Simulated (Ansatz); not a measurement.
Basis-set series for `S=CB(S)Cl`. The species carries charge 0 and has multiplicity 1. All single points use the PBE0-D4/def2-TZVP geometry. It is one conformer, not always the lowest.

| functional | basis | functions | energy (Eh) | HOMO (eV) | LUMO (eV) |
| --- | --- | --- | --- | --- | --- |
| PBE0-D4 | def2-TZVPP | 216 | -1320.34532 | -6.78 | -3.52 |
| PBE0-D4 | def2-QZVPP | 384 | -1320.38605 | -6.82 | -3.56 |
| ωB97M-V | def2-TZVPP | 216 | -1320.76069 | -9.00 | -1.42 |
| ωB97M-V | def2-QZVPP | 384 | -1320.79920 | -9.04 | -1.48 |

Question: Give the rows for def2-SVP. (Best estimate.)

Answer: Ansatz gave: 
```
functional     basis  functions  energy (Eh)  HOMO (eV)  LUMO (eV)
   PBE0-D4  def2-SVP         92  -1319.84587      -6.63      -3.37
   ωB97M-V  def2-SVP         92  -1320.26273      -8.82      -1.19
```
